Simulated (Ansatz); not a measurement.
Calculated with Ansatz (gas phase, PBE0-D4/def2-TZVP geometries, no zero-point term in ΔE). CBS: MP2 limit from def2 TZ/QZ plus the TZ coupled-cluster correction, frozen cores. DFT in def2-TZVPP. For Ge outer-core shells are correlated without core-valence functions, which leaves a few kJ/mol of doubt a bond. Scalar relativity is left out up to krypton. One conformer a species, not always the lowest.

`[GeH3][CH]1N=CO1` + `OPO` → `O[P](O)[GeH3]` + `C1=NCO1`  (ligand exchange at a Ge–C bond)

`[GeH3][CH]1N=CO1`:

Cartesian coordinates in Å:
```
Ge 1.004 -0.477 1.059
C 0.183 0.512 -0.441
N -0.384 -0.331 -1.488
C -1.504 0.145 -1.092
O -1.167 0.996 -0.095
H 1.321 0.509 2.193
H 2.297 -1.130 0.554
H -0.007 -1.533 1.518
H 0.790 1.339 -0.816
H -2.532 -0.029 -1.393
```

`OPO`:

```xyz
6

O    -1.094   -0.218    0.581
P    -0.001   -0.489   -0.621
O     1.403    0.076   -0.012
H    -1.252   -1.023    1.081
H    -0.412    0.672   -1.343
H     1.356    0.981    0.315
```

`O[P](O)[GeH3]`:

Z-matrix (Å, degrees):
```
Ge
P 1 2.348
H 1 1.538 2 109.6
H 1 1.544 2 108.1 3 118.4
H 1 1.536 2 111.2 3 -121.1
O 2 1.639 1 99.8 3 -74.5
O 2 1.655 1 93.7 3 -178.7
H 6 0.964 2 114.5 1 -43.8
H 7 0.962 2 110.6 1 -160.5
```

`C1=NCO1`:

```xyz
7

C     0.940   -0.387    0.201
N     0.627    0.343   -0.800
C    -0.704    0.324   -0.203
O    -0.216   -0.517    0.896
H     1.870   -0.848    0.520
H    -1.463   -0.200   -0.785
H    -1.055    1.286    0.171
```

CCSD(T)/CBS gives -0.19 eV.

(1) Another level gave -0.30 eV. Which?
A. r2SCAN/def2-TZVPP
B. SCS-MP2/def2-TZVPP
C. CCSD/def2-TZVPP
D. ωB97M-V/def2-TZVPP

Largest T1 diagnostic among the species: 0.015.

Answers

(1) A. r2SCAN -0.30, CCSD/def2-TZVPP -0.17, ωB97M-V -0.23, SCS-MP2/def2-TZVPP -0.12 eV.

From PBE to PBE0 (25 % exact exchange), in def2-TZVPP and without D4, ΔE moves by +0.03 eV.
